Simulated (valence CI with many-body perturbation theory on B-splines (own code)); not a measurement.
# Ga XXVII: configurations and terms from energies and g

Calculated by relativistic CI+MBPT: three valence electrons over a frozen Dirac-Fock core [He], radial functions for each j: 11 s, 11 p, 9 d, 7 f, 5 g, 2 h, 1 i, with the one-electron correlation potential Σ1, the two-electron term Σ2, the three-electron term Σ3, Breit, model QED; selected CI, second order for the rest (own B-spline code, finite nucleus).

The last digits are not significant, and no measured levels were compared; by estimate large intervals hold to a few tenths of a per cent, small ones and those within an open d or f shell to about a per cent.

```csv
No.,J,Parity,E (cm⁻¹),g
1,1/2,odd,0,0.658
2,3/2,odd,256270,1.328
3,1/2,even,542940,2.578
4,3/2,even,684540,1.716
5,5/2,even,780390,1.530
6,3/2,even,1030600,0.856
7,5/2,even,1116900,1.259
10,3/2,even,1417300,1.279
11,3/2,odd,1704100,1.747
13,5/2,odd,1976200,1.194
14,1/2,odd,2148600,0.658
16,1/2,even,12107000,1.999
17,1/2,odd,12331000,0.666
18,3/2,odd,12403000,1.334
```

Energies count from the lowest level. Strongly mixed levels and levels close to another of their J and parity are left out, so the numbers can have gaps.

Give configuration and LS term of each level.

1: 2s2 2p 2P°; 2: 2s2 2p 2P°; 3: 2s 2p2 4P; 4: 2s 2p2 4P; 5: 2s 2p2 4P; 6: 2s 2p2 2D; 7: 2s 2p2 2D; 10: 2s 2p2 2P; 11: 2p3 4S°; 13: 2p3 2D°; 14: 2p3 2P°; 16: 2s2 3s 2S; 17: 2s2 3p 2P°; 18: 2s2 3p 2P°.
